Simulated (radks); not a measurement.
Values are calculated unless marked as measured or tabulated.
Numerical settings for the bromine ion Br+, [Ar] 3d10 4s2 4p4. Level of theory: scalar-relativistic Kohn-Sham, SCAN, spin-polarised, spherical densities, finite nucleus; open shells are filled with parallel spins first; meta-GGA in the generalised Kohn-Sham scheme; Fermi nuclear charge, rms radius 4.1629 fm (a radial shooting solver on a logarithmic mesh with Libxc functionals). The defaults (mesh step 0.008 in ln r, mesh end at 40 bohr or more with all orbitals vanishing there, Anderson mixing 0.5 over 9 steps, residual threshold near 1e-9 with the energy settled to 1e-9 hartree or 1e-11 of itself, here a cap of 59 iterations) give E = -2606.632 hartree and 4p at -16.442 eV in 22 iterations. Run on one thread of a shared host, so times are rough (Arm Neoverse V1): 0.26 s of CPU time, 0.26 s wall, 22 iterations on 2259 mesh points. Changes against that run (0 stands for a change within the tolerance of the run):

setting,iterations,converged,E (mhartree),e(4p) (meV),CPU (s)
mesh step in ln r 0.005,31,yes,-0.191,+0.0906,0.54
mesh step in ln r 0.012,20,yes,-2.25,+0.385,0.17
mesh step in ln r 0.03,16,yes,-18.1,+5.91,0.07
mesh end (bohr) 20,22,yes,-0.043,+0.244,0.26
mesh end (bohr) 12,22,yes,-0.209,+0.244,0.25
residual threshold 0.1,14,yes,0,+0.0458,0.19
residual threshold 0.01,14,yes,0,+0.0458,0.19
mixing 1.5,25,yes,0,0,0.3
"linear mixing, mixing 0.2",59,no,0,+0.00602,0.64
"linear mixing, mixing 0.05",59,no,+6.61,-279,0.7
mixing history 3,27,yes,0,0,0.3
iteration cap 3,3,no,+43.4,-1.16e+03,0.05

Settings that end as converged yet miss the energy by more than 1 mhartree: mesh step in ln r 0.012 (-0.00225 hartree); mesh step in ln r 0.03 (-0.0181 hartree). A mesh that ends early acts as a hard wall.
